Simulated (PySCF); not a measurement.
C₇H₁₆FNSi.
SMILES with atom numbers: `[CH3:1][CH2:2][CH2:3][Si@@H:4]([NH:5][CH3:6])[C@H:7]1[CH2:8][C@@H:9]1[F:10]` (hydrogens: H11, H12, H13 on C1; H14, H15 on C2; H16, H17 on C3; H18 on Si4; H19 on N5; H20, H21, H22 on C6; H23 on C7; H24, H25 on C8; H26 on C9)

Cartesian coordinates in Å at the PBE0-D3(BJ)/def2-SVP level; atoms count from 1:
```
atom  x, y, z in Å
C1     3.7513   -0.4448   -0.3268
C2     2.3209   -0.4311    0.1908
C3     1.4454    0.6339   -0.4698
Si4   -0.3224    0.6830    0.1670
N5    -1.1891    1.8832   -0.7329
C6    -2.6196    2.0718   -0.6917
C7    -1.2067   -0.9503   -0.0272
C8    -1.0254   -2.0872    0.9715
C9    -2.3056   -1.3513    0.9064
F10   -3.3822   -1.9838    0.3727
H11    3.7792   -0.6403   -1.4109
H12    4.2469    0.5244   -0.1547
H13    4.3559   -1.2210    0.1674
H14    2.3284   -0.2766    1.2843
H15    1.8665   -1.4250    0.0365
H16    1.8982    1.6327   -0.3270
H17    1.4069    0.4748   -1.5625
H18   -0.2819    0.9178    1.6596
H19   -0.6771    2.7143   -1.0077
H20   -2.9923    2.5100   -1.6328
H21   -3.1233    1.0991   -0.5781
H22   -2.9702    2.7191    0.1367
H23   -1.3835   -1.2850   -1.0563
H24   -1.0288   -3.1028    0.5675
H25   -0.3742   -1.9392    1.8387
H26   -2.5977   -0.6870    1.7281
```

Level: PBE0/pcSseg-1 in PySCF, non-relativistic, on one gas-phase PBE0-D3(BJ)/def2-SVP geometry that isn't relaxed in the solvent. The solvent is an IEF-PCM continuum (van der Waals radii × 1.2). Only the electrostatic response of the medium enters.

```tsv
run	E − E(gas) (kJ/mol)	HOMO (eV)	HOMO–LUMO gap (eV)	dipole (D)
gas	0.00	-6.59	7.72	1.76
P	-14.13	-6.50	7.79	2.08
Q	-17.39	-6.50	7.81	2.16
```

Question: The runs were made in tetrahydrofuran and water. Which run belongs to which solvent?

Answer: P = tetrahydrofuran, Q = water. The dielectric constants are 7.426 (tetrahydrofuran), 78.36 (water), and the energy falls further as ε rises. In this model the ground state sees the solvent through ε alone.

Question: How constant is the ratio of the lowering to (ε − 1)/(2ε + 1)?

Answer: 
```json
{"solvent": "tetrahydrofuran", "(ε − 1)/(2ε + 1)": "0.405", "E − E(gas) (kJ/mol)": "-14.13", "ratio (kJ/mol)": "-34.9", "polarisation term (kJ/mol)": "-15.14"}
{"solvent": "water", "(ε − 1)/(2ε + 1)": "0.490", "E − E(gas) (kJ/mol)": "-17.39", "ratio (kJ/mol)": "-35.5", "polarisation term (kJ/mol)": "-18.95"}
```

The ratio changes by +1.7 % in size from tetrahydrofuran to water. The polarisation term is half the interaction of the solute with the induced surface charges.

On an Arm Neoverse N1 with one thread (shared host), this took 2.1 min wall and 1.4 GiB of memory at its peak. This is the whole shielding run at PBE0/pcSseg-1 in water, SCF included.
